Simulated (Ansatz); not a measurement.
Mulliken charges of `[F][Sn]([F])[SiH3]` radical from B3LYP/def2-TZVPP in Ansatz (PBE0-D4/def2-TZVP geometry).

```json
{"atom": "F1", "x (Å)": "0.126", "y (Å)": "-1.983", "z (Å)": "1.766", "charge (e)": "-0.489"}
{"atom": "Sn2", "x (Å)": "1.131", "y (Å)": "-0.498", "z (Å)": "1.046", "charge (e)": "0.952"}
{"atom": "F3", "x (Å)": "2.233", "y (Å)": "-1.437", "z (Å)": "-0.233", "charge (e)": "-0.489"}
{"atom": "Si4", "x (Å)": "-0.643", "y (Å)": "0.797", "z (Å)": "-0.475", "charge (e)": "0.092"}
{"atom": "H5", "x (Å)": "0.113", "y (Å)": "1.839", "z (Å)": "-1.209", "charge (e)": "-0.026"}
{"atom": "H6", "x (Å)": "-1.632", "y (Å)": "1.402", "z (Å)": "0.449", "charge (e)": "-0.026"}
{"atom": "H7", "x (Å)": "-1.266", "y (Å)": "-0.189", "z (Å)": "-1.390", "charge (e)": "-0.015"}
```

Problem. By hand: the dipole of these point charges (1 e Å = 4.8032 D).

Solution. Σ q r = (-0.078, 1.190, 0.243) e Å, of length 1.217 e Å = 5.85 D.

Problem. How does the dipole of the full density compare? (Best estimate.)

Solution. The calculation gave: (-0.228, 0.861, -0.006) e Å, 4.28 D; the point charges give 1.37 times that, at 16° from its direction.

Point charges leave out the atoms' own dipoles, such as those of lone pairs, and Mulliken's split depends on the basis, so the two needn't agree.

B3LYP here is the variant with VWN-RPA as its local correlation; programs differ in this.
